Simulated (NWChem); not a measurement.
# Basis-set convergence for H2AlCl

```xyz
4

Al     0.0000     0.0000    -1.0738
H     -1.4007     0.0000    -1.8030
H      1.4007     0.0000    -1.8030
Cl     0.0000     0.0000     1.0333
```
Charge 0, spin multiplicity 1.

The numbers come from NWChem runs, not from measurements. Structure: optimised with PBE0/def2-SVP, a minimum by its harmonic frequencies.

Quantity: vertical ionisation energy at the level ΔHF (Δ: difference of total energies, the cation a doublet at the parent's geometry with its hole in an orbital of symmetry b1 (C2v labels); it is the state that the SCF runs reached, from PBE0 orbitals for Hartree-Fock references, and need not be the lowest).

The Pople sets run with spherical d functions. The structure started from a generated list of species. No SCF solution was tested for a lower state. Open-shell Hartree-Fock references start from PBE0 orbitals; any time given for them includes that run.

Relative cost: rough, from shared machines, SCF included, STO-3G = 1.

Q: In def2-QZVP the value is 10.69 eV. Among STO-3G, def2-SVP, 6-31+G*, def2-SVPD, aug-pcseg-1, cc-pVTZ, pcseg-2, def2-TZVPP, aug-cc-pVTZ, which is the smallest basis within 0.2 eV of it?

A: def2-SVP, with 46 functions against 200 and about 4 % of the time (also within reach: 6-31+G*, def2-SVPD, aug-pcseg-1, cc-pVTZ, pcseg-2, def2-TZVPP, aug-cc-pVTZ). def2-QZVP isn't the basis-set limit itself, and a small set can land close by cancellation.

```csv
basis,functions,vertical ionisation energy (eV),relative cost
STO-3G,20,8.68,1
def2-SVP,46,10.78,under 3
6-31+G*,48,10.74,under 3
def2-SVPD,67,10.83,under 3
aug-pcseg-1,72,10.77,under 3
cc-pVTZ,96,10.70,6
pcseg-2,96,10.71,4
def2-TZVPP,112,10.70,5
aug-cc-pVTZ,146,10.69,20
def2-QZVP,200,10.69,30
```
